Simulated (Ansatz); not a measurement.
CH4ClFSi can be A, `C[SiH](F)Cl`, or B, `FC([SiH3])Cl`.

Gas-phase electronic energies from Ansatz, PBE0-D4/def2-TZVP geometries. CBS: MP2 limit from def2 TZ/QZ plus the TZ coupled-cluster correction, frozen cores. Functionals use def2-TZVPP. B3LYP here is the variant with VWN-RPA as its local correlation; programs differ in this.

Question: Which isomer does CCSD(T)/CBS put lower? Give the gap. (Estimate.)

Answer: Computed: A, by 101.2 kcal/mol.

Question: Give E(B) − E(A) in kcal/mol with CCSD/def2-TZVPP, ωB97M-V, B2PLYP, HF/def2-TZVPP, BLYP-D4, B3LYP-D4, CCSD(T)/def2-SVP. (Estimate.)

Answer: Computed: CCSD/def2-TZVPP 100.8, ωB97M-V 99.7, B2PLYP 100.2, HF/def2-TZVPP 102.6, BLYP-D4 94.5, B3LYP-D4 97.8, CCSD(T)/def2-SVP 92.7. None reverses the order clearly.

Question: Does the order hold for the free energy at 298.15 K (harmonic terms from PBE0-D4)? (An estimate is asked.)

Answer: Computed: Yes: G(B) − G(A) = +98.2 kcal/mol.

Largest T1 diagnostic: 0.011.

From r2SCAN to r2SCAN0 (25 % exact exchange), in def2-TZVPP and without D4, E(B) − E(A) moves by +1.9 kcal/mol. At CCSD(T), def2-SVP lies −8.5 kcal/mol from the extrapolated value and def2-TZVPP −1.5 kcal/mol.
